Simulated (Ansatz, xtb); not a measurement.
Two structures of C5H11BO

Structure X: `B[C@@H]1CC[C@H](C)O1`, a singlet. Structure Y: a singlet given by its coordinates. Both are isolated molecules in the gas phase, relaxed with B3LYP/def2-SVP; the shapes shown needn't be the lowest conformers.

X (Å):

```yaml
atoms:
  - { symbol: C, position_ang: [-1.6725, 1.1658, 0.3399] }
  - { symbol: C, position_ang: [-2.0170, -0.0044, -0.6612] }
  - { symbol: C, position_ang: [-0.6472, -0.3148, -1.3113] }
  - { symbol: C, position_ang: [0.2822, 0.7958, -0.7811] }
  - { symbol: C, position_ang: [1.7440, 0.4217, -0.6272] }
  - { symbol: B, position_ang: [-2.4758, 0.8526, 1.6328] }
  - { symbol: O, position_ang: [-0.2620, 1.1224, 0.4896] }
  - { symbol: H, position_ang: [-1.9506, 0.3152, 2.5750] }
  - { symbol: H, position_ang: [-3.6649, 1.0643, 1.6464] }
  - { symbol: H, position_ang: [-1.9713, 2.1182, -0.1461] }
  - { symbol: H, position_ang: [-2.7828, 0.3143, -1.3827] }
  - { symbol: H, position_ang: [-2.4122, -0.8977, -0.1477] }
  - { symbol: H, position_ang: [-0.2745, -1.2979, -0.9826] }
  - { symbol: H, position_ang: [-0.6973, -0.3266, -2.4110] }
  - { symbol: H, position_ang: [0.1967, 1.6811, -1.4501] }
  - { symbol: H, position_ang: [2.1856, 0.1632, -1.6026] }
  - { symbol: H, position_ang: [2.3145, 1.2605, -0.2005] }
  - { symbol: H, position_ang: [1.8479, -0.4432, 0.0473] }
```

Y (Å):

```yaml
atoms:
  - { symbol: C, position_ang: [-0.6895, 0.0897, -0.2305] }
  - { symbol: C, position_ang: [-0.2420, 0.9953, -1.3477] }
  - { symbol: C, position_ang: [-1.2084, -1.2843, -0.6378] }
  - { symbol: C, position_ang: [-2.3383, -1.6130, 0.3533] }
  - { symbol: C, position_ang: [-2.9307, -0.2424, 0.6922] }
  - { symbol: B, position_ang: [-0.4082, 0.4116, 1.2813] }
  - { symbol: O, position_ang: [-1.8628, 0.7200, 0.5537] }
  - { symbol: H, position_ang: [0.1321, 1.4533, 1.5664] }
  - { symbol: H, position_ang: [-0.4939, -0.4588, 2.1168] }
  - { symbol: H, position_ang: [-0.9846, 1.0565, -2.1629] }
  - { symbol: H, position_ang: [-0.0250, 2.0087, -0.9825] }
  - { symbol: H, position_ang: [0.6904, 0.5895, -1.7753] }
  - { symbol: H, position_ang: [-1.5931, -1.2596, -1.6735] }
  - { symbol: H, position_ang: [-0.4048, -2.0364, -0.6035] }
  - { symbol: H, position_ang: [-3.0952, -2.2872, -0.0749] }
  - { symbol: H, position_ang: [-1.9358, -2.0907, 1.2567] }
  - { symbol: H, position_ang: [-3.3260, -0.1671, 1.7155] }
  - { symbol: H, position_ang: [-3.7178, 0.0557, -0.0195] }
```

Close contacts (Å): C1–C2 1.51, C1–C3 1.52, C1–B6 1.57, C1–O7 1.55, C3–C4 1.54, C4–C5 1.53, C5–O7 1.44, B6–O7 1.66, C2–H10 1.10, C2–H11 1.10, C2–H12 1.10, C3–H13 1.11, C3–H14 1.10, C4–H15 1.10, C4–H16 1.10, C5–H17 1.10, C5–H18 1.10, B6–H8 1.21.

Which of the two would you expect CCSD(T)/def2-SVP + ΔMP2/def2-TZVPP electronic energies to favour?

Structure Y; the calculation gives E(Y) − E(X) = −6.5 kcal/mol.

Level by level:

| level | geometry | E(Y) − E(X) (kcal/mol) | departure from the last row (kcal/mol) | job, with rough time for the two |
| --- | --- | --- | --- | --- |
| B3LYP/def2-SVP | B3LYP/def2-SVP | −4.7 | +1.8 | optimisation, 6.9 min |
| HF/def2-SVP | B3LYP/def2-SVP | +2.3 | +8.8 | part of the CCSD(T) run |
| MP2/def2-SVP | B3LYP/def2-SVP | −8.4 | −1.9 | part of the CCSD(T) run |
| CCSD(T)/def2-SVP | B3LYP/def2-SVP | −7.5 | −1.0 | single point |
| CCSD(T)/def2-SVP + ΔMP2/def2-TZVPP | B3LYP/def2-SVP | −6.5 |  | single point, 5.8 min |

HF/def2-SVP puts the two in the other order. The largest departure from CCSD(T)/def2-SVP + ΔMP2/def2-TZVPP is that of HF/def2-SVP, 8.8 kcal/mol. Levels run at GFN2-xTB geometries aren't shown. The last row adds to CCSD(T) the change of the MP2 difference between the two basis sets, here +1.0 kcal/mol.

With thermal terms from frequencies at re-optimised GFN2-xTB minima (ideal gas, soft modes damped towards free rotors, one conformer each, 298.15 K, 1 atm): the zero-point term adds +2.0 kcal/mol; ΔH is −5.1 and ΔG −3.4 kcal/mol.

The correlated steps freeze 7 core orbitals. Mirror images aren't counted in ΔG. Codes used: Ansatz 0.2.0, xtb 6.7.1; the last row on 2 threads of Arm Neoverse N1 on a shared host.
